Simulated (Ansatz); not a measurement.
Born–Oppenheimer molecular dynamics of C$_{2}$H$_{4}$NSi (8 atoms, charge 0, multiplicity 2). It starts from a relaxed structure.

Computed with Ansatz 0.2.0, UKS PBE-D4/STO-3G.

```json
{
  "ensemble": "NVT, Langevin thermostat",
  "time step": "0.5 fs",
  "steps asked": "428",
  "set temperature": "3000 K",
  "friction": "0.005 /fs",
  "seed": "388550"
}
```

First frame:

```xyz
8
Properties=species:S:1:pos:R:3
C 2.181 -1.109 1.444
C 1.275 -0.500 0.856
Si 0.065 0.641 0.107
N -1.138 -0.243 -0.872
H 0.736 1.569 -0.794
H -0.677 1.345 1.145
H -0.684 -0.804 -1.645
H -1.667 -0.956 -0.296
```

Question: How far do the bonds stretch over the last three quarters of this one trajectory? (Pairs bonded in most of those frames.)

Answer: 
| bond | mean (Å) | spread (Å) | shortest | longest |
| --- | --- | --- | --- | --- |
| C1–C2 | 1.270 | 0.048 | 1.16 | 1.37 |
| C2–Si3 | 1.887 | 0.072 | 1.76 | 2.04 |
| Si3–N4 | 1.854 | 0.096 | 1.68 | 2.08 |
| Si3–H5 | 1.495 | 0.094 | 1.33 | 1.67 |
| Si3–H6 | 1.479 | 0.059 | 1.37 | 1.62 |
| N4–H7 | 1.105 | 0.091 | 0.95 | 1.32 |
| N4–H8 | 1.095 | 0.059 | 0.98 | 1.25 |

Mean temperature of the second half: 2825 K. A run of 0.21 ps of so small a system gives no equilibrium averages. Limits of this set-up: minimal basis.

The run took 12 min on 1 thread of Arm Neoverse V2 (shared host), peak memory 0.099 GiB.
